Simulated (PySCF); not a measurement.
Species: C11H9F.
SMILES with atom numbers: `[CH2:1]=[C:2]1[C:3]([CH3:4])=[CH:5][c:6]2[cH:7][cH:8][c:9]([F:10])[cH:11][c:12]21` (hydrogens: H13, H14 on C1; H15, H16, H17 on C4; H18 on C5; H19 on C7; H20 on C8; H21 on C11)

Structure optimised with GFN2-xTB, isolated species.

(1) List the bond lengths, angles and torsions at this level.

Answers

(1) 
```csv
bond,length (Å),order
C1=C2,1.333,double
C2–C3,1.471,single
C3–C4,1.487,single
C3=C5,1.348,double
C5–C6,1.451,single
C6–C7,1.382,aromatic
C7–C8,1.389,aromatic
C8–C9,1.383,aromatic
C9–F10,1.354,single
C9–C11,1.389,aromatic
C11–C12,1.378,aromatic
C2–C12,1.467,single
C6–C12,1.411,aromatic
C1–H13,1.077,single
C1–H14,1.077,single
"C4–H15, C4–H16, C4–H17",1.089,single
C5–H18,1.075,single
C7–H19,1.080,single
C8–H20,1.079,single
C11–H21,1.078,single
```

Bonds in one row agree within 0.01 Å and their mean is given. Orders are formal, as drawn. A selection of angles:
```csv
angle,degrees
C2–C1–H13,121.8
C2–C1–H14,121.6
H13–C1–H14,116.7
C1–C2–C3,127.2
C1–C2–C12,127.2
C3–C2–C12,105.7
C2–C3–C4,123.4
C2–C3–C5,109.1
C4–C3–C5,127.5
C3–C4–H15,110.5
C3–C4–H16,110.5
H15–C4–H16,107.9
H15–C4–H17,108.7
C3–C5–C6,109.9
C3–C5–H18,126.3
C6–C5–H18,123.8
C5–C6–C7,131.5
C5–C6–C12,107.8
C7–C6–C12,120.8
C6–C7–C8,118.7
C6–C7–H19,121.1
C8–C7–H19,120.2
C7–C8–C9,119.5
C7–C8–H20,121.2
C9–C8–H20,119.3
C8–C9–F10,118.6
C8–C9–C11,123.1
F10–C9–C11,118.4
C9–C11–C12,117.0
C9–C11–H21,120.1
C12–C11–H21,122.9
C2–C12–C11,131.5
C2–C12–C6,107.6
C6–C12–C11,120.9
```

Torsions: C1–C2–C3–C4 0° (synperiplanar); C2–C3–C5–C6 0° (synperiplanar); C3–C5–C6–C7 180° (antiperiplanar); C1–C2–C12–C11 0° (synperiplanar).

The 6-membered ring C6–C7–C8–C9–C11–C12 has internal angles of 117.0° to 123.1°; it is planar, 0.00 Å rms from its mean plane, widest ring torsion 0°. The 5-membered ring C2–C3–C5–C6–C12 has internal angles of 105.7° to 109.9°; it is planar, 0.00 Å rms from its mean plane, widest ring torsion 0°. Of the pairs four or more bonds apart, C4···H13 is among the closest relative to their van der Waals radii: 2.83 Å, 98 % of the sum of Bondi's values. The 12 C–C bonds span 1.333 Å (C1=C2, drawn double) to 1.487 Å (C3–C4, drawn single), a spread of 0.154 Å. The 12 heavy atoms lie in one plane (0.001 Å rms).

Point group: Cs (tolerance 0.08 Å). Stationary, but not proved a minimum.

These are computed values.
